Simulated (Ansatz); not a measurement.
A single point on `C=C[SiH](F)C=C`.

```yaml
crystal:
  periodic: [false, false, false]
  atoms:
    - {symbol: C, position_ang: [0.831417, 0.621715, -2.074856]}
    - {symbol: C, position_ang: [-0.131464, 0.682763, -1.158170]}
    - {symbol: Si, position_ang: [-0.695500, -0.819942, -0.238570]}
    - {symbol: F, position_ang: [-2.266891, -1.051681, -0.474232]}
    - {symbol: C, position_ang: [-0.423872, -0.650344, 1.585337]}
    - {symbol: C, position_ang: [0.339071, 0.302776, 2.114790]}
    - {symbol: H, position_ang: [1.183346, 1.499289, -2.610385]}
    - {symbol: H, position_ang: [1.312030, -0.318413, -2.332934]}
    - {symbol: H, position_ang: [-0.581123, 1.650784, -0.941979]}
    - {symbol: H, position_ang: [0.000245, -2.010972, -0.792011]}
    - {symbol: H, position_ang: [-0.889997, -1.370299, 2.257052]}
    - {symbol: H, position_ang: [0.833185, 1.047216, 1.496018]}
    - {symbol: H, position_ang: [0.509953, 0.382408, 3.184839]}
basis:
  gaussian: {orbitals: def2-QZVPP}
correlation: {method: mp2}
```

```sh
$ ansatz run in.yaml --threads 4 --pin off --events-out ev --progress --plain --max-ram 10444MiB
```

It prints (some lines left out):

```
Functional definition: HF
3362 factors; integrals over basis functions are off by at most 8.8e-4 eV
mean field evaluation 1: about -14800.7493 eV, gradient 4.4e1 eV
mean field evaluation 2: about -14800.9222 eV, gradient 4.4e1 eV
mean field evaluation 4: about -14805.4633 eV, gradient 4.5e0 eV
mean field evaluation 8: about -14805.5222 eV, gradient 1.8e-1 eV
mean field -14805.52230230 eV, -544.0929090662 hartree, gradient 2.7e-6 eV, S^2 0.000000; 0 other end points of the search recorded, 0 dependent functions left out
10 core orbitals not correlated: weight in the atoms' cores, before any rotation towards them, 1.000 or more for the frozen orbitals, at most 0.000 for the correlated occupied ones
reference -14805.52230230 eV, -544.0929090662 hartree; 17, 17 occupied and 538, 538 virtual orbitals, 3362 factors
second order -29.50364979 eV of doubles, -0.00000000 eV of singles
Total energy: -14835.02595209 eV, -545.1771481976 hartree
```

Run time 29 s (4 threads of an Arm Neoverse V2 on a shared host); peak host memory 4.3 GiB.
